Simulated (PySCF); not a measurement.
C7H6ClO2 (charge -1).
SMILES with atom numbers: `[O:1]=[CH:2]\[CH:3]=[CH:4]/[CH:5]=[CH:6]\[CH:7]=[C:8](/[O-:9])[Cl:10]` (hydrogens: H11 on C2; H12 on C3; H13 on C4; H14 on C5; H15 on C6; H16 on C7)

Theory: PBE0-D3(BJ)/def2-SVP geometry optimisation, gas phase (PySCF).

**Question.** List the bond lengths, angles and torsions at this level.

**Answer.** 
```json
{"bond": "O1=C2", "length (pm)": "122.5", "order": "double"}
{"bond": "C2–C3", "length (pm)": "143.4", "order": "single"}
{"bond": "C3=C4", "length (pm)": "138.4", "order": "double"}
{"bond": "C4–C5", "length (pm)": "140.9", "order": "single"}
{"bond": "C5=C6", "length (pm)": "139.6", "order": "double"}
{"bond": "C6–C7", "length (pm)": "139.6", "order": "single"}
{"bond": "C7=C8", "length (pm)": "141.3", "order": "double"}
{"bond": "C8–O9", "length (pm)": "119.9", "order": "single"}
{"bond": "C8–Cl10", "length (pm)": "189.1", "order": "single"}
{"bond": "C2–H11", "length (pm)": "112.4", "order": "single"}
{"bond": "C3–H12", "length (pm)": "109.5", "order": "single"}
{"bond": "C4–H13", "length (pm)": "109.8", "order": "single"}
{"bond": "C5–H14", "length (pm)": "109.3", "order": "single"}
{"bond": "C6–H15", "length (pm)": "109.7", "order": "single"}
{"bond": "C7–H16", "length (pm)": "108.9", "order": "single"}
```

Orders are formal, as drawn. A selection of angles:
```json
{"angle": "O1–C2–C3", "degrees": "126.1"}
{"angle": "O1–C2–H11", "degrees": "119.1"}
{"angle": "C3–C2–H11", "degrees": "114.8"}
{"angle": "C2–C3–C4", "degrees": "125.7"}
{"angle": "C2–C3–H12", "degrees": "115.3"}
{"angle": "C4–C3–H12", "degrees": "119.1"}
{"angle": "C3–C4–C5", "degrees": "130.1"}
{"angle": "C3–C4–H13", "degrees": "115.1"}
{"angle": "C5–C4–H13", "degrees": "114.9"}
{"angle": "C4–C5–C6", "degrees": "124.6"}
{"angle": "C4–C5–H14", "degrees": "118.8"}
{"angle": "C6–C5–H14", "degrees": "116.7"}
{"angle": "C5–C6–C7", "degrees": "130.1"}
{"angle": "C5–C6–H15", "degrees": "116.0"}
{"angle": "C7–C6–H15", "degrees": "113.9"}
{"angle": "C6–C7–C8", "degrees": "119.5"}
{"angle": "C6–C7–H16", "degrees": "122.6"}
{"angle": "C8–C7–H16", "degrees": "117.9"}
{"angle": "C7–C8–O9", "degrees": "133.1"}
{"angle": "C7–C8–Cl10", "degrees": "110.2"}
{"angle": "O9–C8–Cl10", "degrees": "116.7"}
```

Dihedral angles: O1–C2–C3–C4 180° (antiperiplanar); C2–C3–C4–C5 0° (synperiplanar); C3–C4–C5–C6 180° (antiperiplanar); C4–C5–C6–C7 0° (synperiplanar); C5–C6–C7–C8 180° (antiperiplanar); C6–C7–C8–O9 0° (synperiplanar).

C8 (vinylic C–Cl carbon) is planar (angles 133.1°, 116.7° and 110.2°, sum 360.0°, 0.00 Å off the plane of its three neighbours). C7 (carbon bonded to 2 C and H) is planar (angles 122.6°, 119.5° and 117.9°, sum 360.0°, 0.00 Å off the plane of its three neighbours). C5 (alkene CH carbon) is planar (angles 124.6°, 118.8° and 116.7°, sum 360.0°, 0.00 Å off the plane of its three neighbours). The 6 C–C bonds span 1.384 Å (C3=C4, drawn double in a drawing that doesn't fit all lengths) to 1.434 Å (C2–C3, drawn single in a drawing that doesn't fit all lengths), a spread of 0.050 Å. C2 (aldehyde carbon) is planar (angles 126.1°, 119.1° and 114.8°, sum 360.0°, 0.00 Å off the plane of its three neighbours). Of the pairs four or more bonds apart, H11···H14 is among the closest relative to their van der Waals radii: 2.18 Å, 91 % of the sum of Bondi's values. C3 (alkene CH carbon) is planar (angles 125.7°, 119.1° and 115.3°, sum 360.0°, 0.00 Å off the plane of its three neighbours).

Point group: Cs (tolerance 0.08 Å). Whether it is a minimum is left open (no frequencies). The geometry's basis has no diffuse functions, a weakness for an anion.

One conformer stands for the species.
